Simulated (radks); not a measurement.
Fractional charge and spin in the 5p shell of gadolinium: the spin-up occupation runs from 2 to 3 and the spin-down occupation from 2 to 3; the fullest corner is Gd3+, [Kr] 4d10 4f(up 3.5, down 3.5) 5s2 5p(up 3, down 3). Method: scalar-relativistic Kohn-Sham, PBE, spin-polarised, spherical densities, finite nucleus; Fermi nuclear charge, rms radius of each element as measured or else 0.836 A^(1/3) + 0.57 fm; computed with a radial shooting solver on a logarithmic mesh with Libxc functionals. Energy (eV) minus the two flat planes that join the four corners (they meet along the diagonal where the two added fractions sum to one electron); zero is where a piecewise linear energy would lie.

| down \ up | 2 | 2.25 | 2.5 | 2.75 | 3 |
|---|---|---|---|---|---|
| 2 | 0.000 | -1.306 | -1.738 | -1.300 | 0.000 |
| 2.25 | -1.306 | -1.675 | -1.177 | 0.180 | -1.249 |
| 2.5 | -1.738 | -1.177 | 0.240 | -1.132 | -1.660 |
| 2.75 | -1.300 | 0.180 | -1.132 | -1.603 | -1.241 |
| 3 | 0.000 | -1.249 | -1.660 | -1.241 | 0.000 |

Corners above the fullest one (they belong to Gd4+ and the next ion): (up 3, down 2) 58.412 eV, (up 2, down 3) 58.412 eV, (up 2, down 2) 131.38 eV. With half an added electron in each spin the energy lies 0.240 eV from the planes, and with half an added electron in spin up alone -1.738 eV. The planes are only a guide here: the flat-plane condition holds for ground states with one frontier orbital, while this shell lies below other occupied shells, so the corners above the fullest one are inner-hole states and not the ground states of those ions.
